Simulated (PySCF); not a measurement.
## Vertical excitation energies

C6H5ClN2.
SMILES: `C(c1c(nccn1)Cl)=C`

The calculation used TDDFT B3LYP/def2-SVPD, vertical, gas phase, core orbitals frozen in the response in PySCF. Geometry: GFN2-xTB, one conformer, isolated molecule. Torsions of this conformer, `[CH2:1]=[CH:2][c:3]1[n:4][cH:5][cH:6][n:7][c:8]1[Cl:9]`: C1–C2–C3–N4 0°.

```tsv
state	E (eV)	λ (nm)	ν̃ (cm⁻¹)	f	symmetry	main configurations (H = HOMO, L = LUMO)
S1	3.89	318.5	31400	0.0026	A″	H-1→L (99%)
S2	4.29	289.3	34570	0.170	A′	H→L (88%)
S3	4.60	269.6	37100	0.0010	–	H-1→L+1 (99%)
S4	5.15	240.8	41530	0.0000	–	H-3→L (92%)
S5	5.16	240.1	41640	0.304	A′	H→L+1 (87%)
S6	5.46	227.0	44050	0.0074	A′	H-2→L (92%)
S7	5.85	212.0	47170	0.0003	–	H-3→L+1 (82%), H-4→L (11%)
S8	5.93	209.1	47810	0.0000	–	H-4→L (82%), H-3→L+1 (14%)
```

Triplets (Tamm–Dancoff): T1 3.00 eV, H→L (89%); T2 3.35 eV, H-1→L (90%); T3 3.81 eV, H→L+1 (81%).

The lowest singlet lies at 3.89 eV (319 nm, ultraviolet) and is very weak; its leading configuration is HOMO-1→LUMO (99%). The strongest level in the table is S5 at 5.16 eV (240 nm, f = 0.304). Löwdin shares by element: HOMO carbon 46% or more, chlorine 11% (atoms not listed hold the other 43%); LUMO nitrogen 33%, carbon 28% or more (atoms not listed hold the other 39%). Orbital energies (eV): HOMO-3 -8.63, HOMO-2 -8.43, HOMO-1 -7.48, HOMO -7.05, LUMO -2.34, LUMO+1 -1.56, LUMO+2 0.43. The listed states span 2.04 eV, and the widest gap between neighbours is 0.55 eV (S3 to S4). The oscillator strengths of these states sum to 0.486; summed over the whole spectrum of an exact calculation they would give the number of electrons, 72 (Thomas–Reiche–Kuhn). No computed singlet lies in the visible range (380 to 750 nm); the lowest, at 319 nm, stands 0.63 eV above its violet end (3.26 eV); a Tamm–Dancoff triplet lies at 413 nm, without intensity as long as spin–orbit coupling is left out. Symmetry labels in Cs follow from the direction of the transition dipole and are given only for states with f of 0.002 or more. Only the lowest 8 singlets were computed, as vertical energies without vibronic structure.
